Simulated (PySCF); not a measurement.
**SeH, PBE0: how much the basis matters**

PySCF, UKS reference; doublet, unpaired electrons π ↑; De to H + Se without counterpoise correction.

```tsv
basis	relativity	functions	Re (Å)	ωe (cm⁻¹)	De (eV)	μ (D)
def2-SVPD	no relativity	49	1.474	2455	3.36	-0.56
cc-pVTZ/cc-pVTZ-PP	scalar-relativistic core potentials	53	1.471	2422	3.32	-0.53
def2-TZVP	no relativity	54	1.471	2440	3.34	-0.60
x2c-TZVPPall	spin-free X2C	62	1.468	2429	3.33	-0.53
```

**Question.** How does each smaller set differ from the one with most functions, x2c-TZVPPall?

**Answer.** def2-SVPD: +0.6 pm, +1.1 % in ωe, +0.03 eV in De; cc-pVTZ/cc-pVTZ-PP: +0.3 pm, -0.3 % in ωe, -0.01 eV in De; def2-TZVP: +0.3 pm, +0.5 % in ωe, +0.01 eV in De. All at PBE0; the set with most functions is neither the basis-set limit nor always the best. The rows treat relativity differently, so the differences are not basis effects alone.

A positive dipole means H(−)Se(+). Spin–orbit coupling is left out. The state was picked by a PBE0 search and need not be the measured ground state.
